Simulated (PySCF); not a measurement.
SnClI, SMILES [Cl][Sn][I] (connectivity only; charge and spin as stated), neutral, multiplicity 1. Atoms are numbered in the order given.

```xyz
3

Sn     0.6931    -0.9940     0.0000
Cl    -1.4103    -2.1639     0.0000
I     -0.2015     1.6318     0.0000
```

Coordinates come from a B3LYP-D3(BJ)/def2-SVP optimisation. The def2 effective core potentials stand for the cores of I, Sn; spin–orbit coupling is left out.

All values below come from TDA-PBE0/def2-SVPD in PySCF 2.14.0.

Vertical excitations.  State labels are in the subgroup Cs.

```tsv
state	symmetry	energy (eV)	λ (nm)	f	main pairs
S1	A"	3.03	409	0.002	HOMO→LUMO 94 %
S2	A"	3.37	368	0.012	HOMO−1→LUMO 94 %
S3	A'	3.68	337	0.032	HOMO−2→LUMO 90 %
S4	A"	4.66	266	0.007	HOMO−4→LUMO 98 %
S5	A'	4.84	256	0.011	HOMO→LUMO+1 72 %, HOMO−3→LUMO 21 %
S6	A'	4.98	249	0.009	HOMO−3→LUMO 59 %, HOMO→LUMO+1 13 %, HOMO−1→LUMO+1 12 %, HOMO→LUMO+2 11 %
S7	A"	5.09	243	0.003	HOMO−2→LUMO+1 97 %
S8	A"	5.25	236	0.008	HOMO−5→LUMO 96 %
S9	A'	5.31	233	0.037	HOMO→LUMO+2 56 %, HOMO−1→LUMO+1 18 %, HOMO−3→LUMO 9 %
S10	A"	5.55	224	0.003	HOMO−2→LUMO+2 99 %
T1	A"	2.46	504	0	HOMO→LUMO 58 %, HOMO−1→LUMO 39 %
T2	A'	3.00	413	0	HOMO−2→LUMO 99 %
T3	A"	3.01	412	0	HOMO−1→LUMO 59 %, HOMO→LUMO 40 %
T4	A'	4.24	292	0	HOMO→LUMO+1 64 %, HOMO−1→LUMO+1 27 %
```
Triplets are in the Tamm–Dancoff approximation.
